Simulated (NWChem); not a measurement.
Molecule: SiCl2F2; SMILES Cl[Si](F)(F)Cl

Computed with NWChem. The geometry was optimised at PBE0/def2-SVP. B3LYP is NWChem's, with the RPA form of VWN correlation. Field at 589 nm.

Problem. What does the run give for B3LYP/def2-SVPD? Quantities: isotropic polarisability (bohr³); anisotropy (bohr³).

Solution. 
```
Item                              Result
--------------------------------  ------
isotropic polarisability (bohr³)    50.6
anisotropy (bohr³)                  14.6
```
